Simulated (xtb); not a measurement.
xtb input (GFN1-xTB):

```bash
xtb mol.xyz --gfn 1 --sp --chrg 0 --uhf 0
```
mol.xyz:
```
15

C      2.55575923    -1.06691316    -0.89235430
C      1.72302134    -1.06063248     0.14504292
C      1.08802942     0.15731652     0.73738021
Si    -0.67420123     0.32746445     0.13850086
O     -1.47102616    -0.95157136     0.78310740
O     -0.70298550     0.37219395    -1.50752720
O     -1.42135707     1.70576047     0.62393763
H      2.88712373    -0.14623634    -1.36054805
H      2.95014199    -1.99067673    -1.29483647
H      1.42331794    -2.00850325     0.58245619
H      1.08021855     0.10647697     1.82920517
H      1.63295434     1.05969454     0.44787051
H     -2.42548512    -0.98811011     0.67939066
H     -0.11136036    -0.24015949    -1.95604986
H     -1.43600370     2.43332215    -0.00305552
```

End of the output:

```
         :::::::::::::::::::::::::::::::::::::::::::::::::::::
         ::                     SUMMARY                     ::
         :::::::::::::::::::::::::::::::::::::::::::::::::::::
         :: total energy             -26.781542189730 Eh    ::
         :: gradient norm              0.043497924735 Eh/a0 ::
         :: HOMO-LUMO gap              4.930966197971 eV    ::
         ::.................................................::
         :: SCC energy               -27.037141222420 Eh    ::
         :: -> electrostatic           0.114856855715 Eh    ::
         :: repulsion energy           0.261458376831 Eh    ::
         :: dispersion energy         -0.005859344141 Eh    ::
         :: halogen bond corr.         0.000000000000 Eh    ::
         :: add. restraining           0.000000000000 Eh    ::
         :: total charge               0.000000000000 e     ::
         :::::::::::::::::::::::::::::::::::::::::::::::::::::

           -------------------------------------------------
          |                Property Printout                |
           -------------------------------------------------

    * Orbital Energies and Occupations

         #    Occupation            Energy/Eh            Energy/eV
      -------------------------------------------------------------
         1        2.0000           -0.7541218             -20.5207
       ...           ...                  ...                  ...
         9        2.0000           -0.5720336             -15.5658
        10        2.0000           -0.5515723             -15.0090
        11        2.0000           -0.5397488             -14.6873
        12        2.0000           -0.5358460             -14.5811
        13        2.0000           -0.5301559             -14.4263
        14        2.0000           -0.5182751             -14.1030
        15        2.0000           -0.5080786             -13.8255
        16        2.0000           -0.5027550             -13.6807
        17        2.0000           -0.4955526             -13.4847
        18        2.0000           -0.4784588             -13.0195
        19        2.0000           -0.4621416             -12.5755
        20        2.0000           -0.4547559             -12.3745
        21        2.0000           -0.4015930             -10.9279 (HOMO)
        22                         -0.2203834              -5.9969 (LUMO)
        23                         -0.1311628              -3.5691
        24                         -0.1104152              -3.0046
        25                         -0.1061641              -2.8889
        26                         -0.0931819              -2.5356
        27                         -0.0880322              -2.3955
        28                         -0.0816423              -2.2216
        29                         -0.0528681              -1.4386
        30                         -0.0389950              -1.0611
        31                          0.0062094               0.1690
        32                          0.0230191               0.6264
       ...                                ...                  ...
        49                          1.3377141              36.4011
      -------------------------------------------------------------
                  HL-Gap            0.1812097 Eh            4.9310 eV
             Fermi-level           -0.3109882 Eh           -8.4624 eV

  Mulliken/CM5 charges         n(s)   n(p)   n(d)
     1C    -0.12911 -0.23136   1.039  3.090  0.000
     2C    -0.00159 -0.06070   1.070  2.931  0.000
     3C    -0.10483 -0.16620   1.005  3.100  0.000
     4Si    0.57964  0.49162   0.884  1.381  1.155
     5O    -0.52027 -0.69310   1.650  4.871  0.000
     6O    -0.53460 -0.70801   1.656  4.879  0.000
     7O    -0.51825 -0.69057   1.652  4.866  0.000
     8H     0.01977  0.07317   0.980  0.000  0.000
     9H     0.02297  0.07575   0.977  0.000  0.000
    10H     0.02514  0.08281   0.975  0.000  0.000
    11H     0.04575  0.10623   0.954  0.000  0.000
    12H     0.03153  0.09264   0.968  0.000  0.000
    13H     0.36406  0.54504   0.636  0.000  0.000
    14H     0.35671  0.53756   0.643  0.000  0.000
    15H     0.36308  0.54511   0.637  0.000  0.000

Wiberg/Mayer (AO) data.
largest (>0.10) Wiberg bond orders for each atom

 ---------------------------------------------------------------------------
     #   Z sym  total        # sym  WBO       # sym  WBO       # sym  WBO
 ---------------------------------------------------------------------------
     1   6 C    3.989 --     2 C    1.929     8 H    0.980     9 H    0.979
     2   6 C    3.992 --     1 C    1.929     3 C    1.025    10 H    0.972
     3   6 C    3.972 --     2 C    1.025     4 Si   0.952    12 H    0.944
                            11 H    0.935
     4  14 Si   5.065 --     7 O    1.308     5 O    1.300     6 O    1.272
                             3 C    0.952
     5   8 O    2.210 --     4 Si   1.300    13 H    0.831
     6   8 O    2.192 --     4 Si   1.272    14 H    0.838
     7   8 O    2.215 --     4 Si   1.308    15 H    0.836
     8   1 H    1.005 --     1 C    0.980
     9   1 H    1.007 --     1 C    0.979
    10   1 H    1.004 --     2 C    0.972
    11   1 H    1.005 --     3 C    0.935
    12   1 H    1.005 --     3 C    0.944
    13   1 H    0.874 --     5 O    0.831
    14   1 H    0.884 --     6 O    0.838
    15   1 H    0.876 --     7 O    0.836
 ---------------------------------------------------------------------------

Topologies differ in total number of bonds
Writing topology from bond orders to xtbtopo.mol

 dipole moment from electron density (au)
     X       Y       Z
  -0.1859   0.1784  -0.6704  total (Debye):    1.825

           -------------------------------------------------
          | TOTAL ENERGY              -26.781542189730 Eh   |
          | GRADIENT NORM               0.043497924735 Eh/α |
          | HOMO-LUMO GAP               4.930966197971 eV   |
           -------------------------------------------------

------------------------------------------------------------------------
------------------------------------------------------------------------
 total:
 SCF:
Note: The following floating-point exceptions are signalling: IEEE_DENORMAL
normal termination of xtb
```
